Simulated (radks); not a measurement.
The numbers below are computed, except where a source is named.
Fractional charge and spin in the 6s shell of barium: the spin-up occupation runs from 0 to 1 and the spin-down occupation from 0 to 1; the fullest corner is Ba, [Xe] 6s(up 1, down 1). Code: a radial shooting solver on a logarithmic mesh with Libxc functionals. Model: scalar-relativistic Kohn-Sham, BLYP, spin-polarised, spherical densities, point nucleus. Energy (eV) minus the two flat planes that join the four corners (they meet along the diagonal where the two added fractions sum to one electron); zero is where a piecewise linear energy would lie.

down \ up,0,0.5,1
0,0.000,-0.599,0.000
0.5,-0.599,0.104,-0.536
1,0.000,-0.536,0.000

Corners above the fullest one (they belong to Ba+ and the next ion): (up 1, down 0) 5.170 eV, (up 0, down 1) 5.170 eV, (up 0, down 0) 15.338 eV. With half an added electron in each spin the energy lies 0.104 eV from the planes (fractional-spin error, the static-correlation error of a stretched bond), and with half an added electron in spin up alone -0.599 eV (fractional-charge error). For a frontier s shell over closed shells the exact functional lies on the planes.
